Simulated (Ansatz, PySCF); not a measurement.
Molecule: CaF$_{2}$, charge -1, multiplicity 2. 
Geometry from a B3LYP-D3(BJ)/def2-TZVP (Ansatz, a quantum-chemistry and plane-wave program) optimisation:
```
Ca
F 1 2.0552
F 1 2.0552 2 120.58
```
Charge -1, spin multiplicity 2.

Total electronic energies in hartree. Valence correlation only, unless marked. UHF or UKS for open shells. No spin-orbit coupling. The frozen core is the preceding noble-gas configuration, with the filled d and f shells of earlier blocks. The outer core of K, Ca and their heavier congeners is not correlated, a term that matters for these elements. Non-relativistic. Basis-set limits of correlation are two-point, X^-3; Hartree-Fock from the larger set.

```
level                                        program  energy (Eh)
------------------------------------  --------------  -----------
HF/def2-TZVPP                                 Ansatz   -875.88725
HF/def2-QZVPP                                 Ansatz   -875.91662
HF-D4/def2-TZVPD                       PySCF + dftd4   -875.89773
BLYP-D3(BJ)/def2-TZVPD                Ansatz + dftd3   -877.55168
BP86-D4/def2-TZVPD                     PySCF + dftd4   -877.62207
BP86/def2-TZVPD                                PySCF   -877.61981
PBE0/def2-SVP                                 Ansatz   -876.82631
PBE0/def2-TZVP                                Ansatz   -877.17274
PBE0/def2-QZVPP                               Ansatz          [?]
r2SCANh/def2-TZVPD                            Ansatz   -877.41667
r2SCAN0-D4/def2-TZVPD                 Ansatz + dftd4   -877.39760
HSE06/def2-TZVPD                              Ansatz   -877.16153
CAM-B3LYP-D3(BJ)/def2-TZVPD           Ansatz + dftd3   -877.54135
CAM-B3LYP-D4/def2-TZVPD               Ansatz + dftd4   -877.54199
wB97M-V/def2-TZVPD                            Ansatz   -877.46266
B2PLYP-D4/def2-TZVPD                  Ansatz + dftd4          [?]
MP2/def2-QZVPP                                Ansatz   -876.52645
MP2/CBS(def2-TZVPPD,def2-QZVPPD)              Ansatz    -876.5653
SCS-MP2/def2-SVP                              Ansatz   -875.92937
CCSD/def2-TZVPP                               Ansatz   -876.43471
CCSD(T)/6-31G*                                Ansatz   -876.14919
CCSD(T)/def2-TZVPPD                           Ansatz   -876.46463
CCSD(T)/CBS(def2-TZVPPD,def2-QZVPPD)          Ansatz    -876.5740
```

Problem. Fill in the missing entries.

Solution. 
- PBE0/def2-QZVPP, energy (Eh): -877.20559
- B2PLYP-D4/def2-TZVPD, energy (Eh): -877.24235
